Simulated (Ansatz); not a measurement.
`C[SiH](O)Cl` + H₂O → `C[SiH](O)O` + HCl at 700 K and 1 bar (formal hydrolysis of the Si–Cl bond).

Computed with Ansatz on PBE0-D4/def2-TZVP structures; ΔE is electronic, products minus reactants. CBS: MP2 limit from def2 TZ/QZ plus the TZ coupled-cluster correction, frozen cores. This one scheme is used for every species. Each species was taken in one conformer, which may not be the lowest.

```tsv
species	CCSD(T)/CBS energy (Eh)	H − E (kJ/mol)	S (J/(mol·K))
`C[SiH](O)Cl`	-865.21254	230.4	430.7
H₂O	-76.37941	80.5	218.4
`C[SiH](O)O`	-481.21022	268.2	432.2
HCl	-460.38127	38.4	211.8
```

H − E and S are ideal-gas, rigid-rotor, harmonic terms from PBE0-D4/def2-TZVP, for one conformer and one mirror image of each species. 1 Eh = 2625.50 kJ/mol, R = 8.31446 J/(mol·K).

Q: By hand: ΔE, ΔH, ΔS and ΔG.

A: ΔE = (-481.21022) + (-460.38127) − (-865.21254) − (-76.37941) = 0.00046 Eh = 1.2 kJ/mol. Δ(H − E) = 268.2 + 38.4 − 230.4 − 80.5 = -4.3, so ΔH = -3.1 kJ/mol. ΔS = 432.2 + 211.8 − 430.7 − 218.4 = -5.1 J/(mol·K). ΔG = -3.1 − 700 × (-5.1)/1000 = 0.5 kJ/mol.

Q: By hand: the equilibrium constant, and the temperature at which ΔG would vanish if ΔH and ΔS stayed fixed.

A: log₁₀ K = −ΔG/(RT ln 10) = 0.0. ΔG = 0 at ΔH/ΔS = 608 K, though so small a ΔH makes that figure unsure.

TΔS isn't small against ΔH here. The sign of ΔG lies within the doubt. A doubt of 5 kJ/mol in ΔE shifts log₁₀ K by 0.4 here. Other conformers and mirror images would add mixing entropy, several J/(mol·K) or more a flexible species. These are equilibria of isolated gas molecules and say nothing of rates. Largest T1 diagnostic: 0.011 (customary marks: 0.02 for closed shells, 0.045 for open ones).
